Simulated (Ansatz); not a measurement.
Geometry optimisation, DFT PBEsol, scalar-relativistic, plane waves, PAW in Ansatz.

The input (input.yaml):

```yaml
accuracy: low
crystal:
  lattice:
    - [7.691372, 0.0, 0.0]
    - [0.0, 7.691372, 0.0]
    - [0.0, 0.0, 7.691372]
  atoms:
    - { symbol: C, position: [0.9785436, 0.3780585, 0.3820043] }
    - { symbol: C, position: [0.8051632, 0.3829714, 0.3883457] }
    - { symbol: H, position: [1.0550485, 0.4934656, 0.355165] }
    - { symbol: H, position: [1.0501543, 0.2584542, 0.4034261] }
    - { symbol: H, position: [0.7335525, 0.5025757, 0.3669239] }
    - { symbol: H, position: [0.7286583, 0.2675643, 0.415185] }
    - { symbol: C, position: [0.1470367, 0.8963784, 0.7276179] }
    - { symbol: C, position: [0.0710038, 0.9736543, 0.8631633] }
    - { symbol: H, position: [0.1542538, 0.9586089, 0.6012556] }
    - { symbol: H, position: [0.2047731, 0.7681327, 0.7381864] }
    - { symbol: H, position: [0.0132674, 1.1019, 0.8525947] }
    - { symbol: H, position: [0.0637867, 0.9114238, 0.9895256] }
    - { symbol: C, position: [0.6856874, 0.573804, 0.7548304] }
    - { symbol: C, position: [0.4994506, 0.5745759, 0.6919243] }
    - { symbol: O, position: [0.4608984, 0.402813, 0.6333936] }
    - { symbol: H, position: [0.3413513, 0.4020984, 0.5926933] }
    - { symbol: H, position: [0.4118337, 0.6132794, 0.7980029] }
    - { symbol: H, position: [0.4836315, 0.6693633, 0.5861299] }
    - { symbol: H, position: [0.7233809, 0.7026041, 0.8016976] }
    - { symbol: H, position: [0.7008552, 0.4803813, 0.8606164] }
    - { symbol: H, position: [0.7725678, 0.5363986, 0.6489947] }
    - { symbol: C, position: [0.6221134, -0.0315153, 0.1449272] }
    - { symbol: C, position: [0.5244506, 0.0347768, -0.0122646] }
    - { symbol: O, position: [0.4967658, 0.216423, 0.0132857] }
    - { symbol: H, position: [0.4340226, 0.2601584, -0.0872083] }
    - { symbol: H, position: [0.6002957, 0.0108572, -0.1310195] }
    - { symbol: H, position: [0.4001436, -0.0344519, -0.0257736] }
    - { symbol: H, position: [0.6474816, -0.170889, 0.1331699] }
    - { symbol: H, position: [0.7459956, 0.036636, 0.1574641] }
    - { symbol: H, position: [0.5460809, -0.0086194, 0.2625852] }
    - { symbol: C, position: [0.1985801, 1.0703457, 0.2399321] }
    - { symbol: C, position: [0.0931075, 0.9249161, 0.3197298] }
    - { symbol: O, position: [-0.0550163, 1.0025981, 0.3999761] }
    - { symbol: H, position: [-0.1236089, 0.9100041, 0.4516474] }
    - { symbol: H, position: [0.0535681, 0.8317144, 0.2188465] }
    - { symbol: H, position: [0.1718118, 0.8539228, 0.4156096] }
    - { symbol: H, position: [0.3146555, 1.018931, 0.1759804] }
    - { symbol: H, position: [0.1205288, 1.1399774, 0.1439738] }
    - { symbol: H, position: [0.2386323, 1.1621595, 0.3405035] }
basis:
  ecutwfc: 420.0
kpoints:
  mp_grid: { grid: [1, 1, 1] }
hamiltonian:
  xc: pbesol
scf:
  occupations: { method: fermi_dirac, width: 0.05 }
  lower_state_search: "off"
relax:
  f_tol: 0.3
  max_steps: 15
  adjacent_minimum: "off"
```

Launched with:

```bash
$ ansatz run input.yaml --threads 1 --pin off --max-ram 3072MiB --backend cpu --events-out ev --progress --plain --runs-dir out
```

Question: Where does it end, and by what steps?

Answer: The run converged. The threshold is loose, so the end isn't yet a minimum. Limits of this set-up: coarse k mesh, low accuracy level. After 2 steps the energy has fallen by 0.556 eV; H25 moved furthest, 0.33 Å.

```csv
step,energy less start (eV),largest force component (eV/Å),accepted
0,0.0000,0.735,yes
1,-0.3703,0.380,yes
2,-0.5562,0.292,yes
```

```xyz
39
Lattice="7.6914 0.0000 0.0000 0.0000 7.6914 0.0000 0.0000 0.0000 7.6914" Properties=species:S:1:pos:R:3
C 7.480 3.137 2.959
C 6.149 3.106 2.864
H 8.062 4.032 2.686
H 8.023 2.243 3.280
H 5.557 3.977 2.536
H 5.591 2.200 3.126
C 1.114 6.953 5.638
C 0.375 7.502 6.602
H 1.311 7.494 4.701
H 1.542 5.950 5.740
H -0.043 8.510 6.492
H 0.181 6.974 7.551
C 5.231 4.403 5.939
C 3.815 4.391 5.420
O 3.458 3.054 5.050
H 2.574 3.084 4.630
H 3.126 4.759 6.208
H 3.715 5.073 4.546
H 5.516 5.417 6.266
H 5.332 3.711 6.791
H 5.928 4.081 5.149
C 4.917 -0.251 1.016
C 4.221 0.263 -0.222
O 3.939 1.646 -0.045
H 3.581 1.988 -0.897
H 4.859 0.109 -1.116
H 3.278 -0.295 -0.411
H 5.119 -1.331 0.926
H 5.865 0.280 1.187
H 4.297 -0.090 1.916
C 1.515 8.102 1.924
C 0.644 6.994 2.457
O -0.437 7.590 3.173
H -0.971 6.886 3.578
H 0.264 6.336 1.640
H 1.250 6.339 3.126
H 2.336 7.679 1.339
H 0.940 8.801 1.273
H 1.979 8.703 2.740
```

Whether the end is a true minimum wasn't checked by a vibrational analysis.

Run time: 10 s on 1 thread of Arm Neoverse V1 (shared host), peak memory 0.44 GiB.
